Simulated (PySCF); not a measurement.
Computed shifts of a molecule C2H6ClFSi2, PBE0/pcSseg-1 (PySCF), GIAO, gas phase, equivalent atoms averaged, in ppm (number of nuclei): ¹⁹F: -233.1 (1). ²⁹Si: -10.2 (1), -60.4 (1). ¹³C: 168.6 (1), 152.8 (1). ¹H: 7.12 (1), 5.73 (2), 4.53 (3). References: ¹⁹F against CFCl3 (σ = 167.2 ppm); ²⁹Si against TMS (σ = 352.7 ppm); ¹³C against TMS (σ = 186.3 ppm); ³⁵Cl against HCl (σ = 945.9 ppm); ¹H against TMS (σ = 31.56 ppm), references at their B3LYP-D3(BJ)/def2-TZVP geometries, non-relativistic (without spin–orbit terms, shifts of atoms bonded to Cl or Br come out too high). Coordinates come from a B3LYP-D3(BJ)/def2-SVP optimisation. The values are those of a single conformer.

Identify the compound among the candidates.
(A) F[SiH2]/C=C(/[SiH3])Cl
(B) F[Si@]1(Cl)CC[SiH2]1
(C) C=C(Cl)[Si@@H](F)[SiH3]
(D) F/C(=C/[SiH3])[SiH2]Cl

A, F[SiH2]/C=C(/[SiH3])Cl
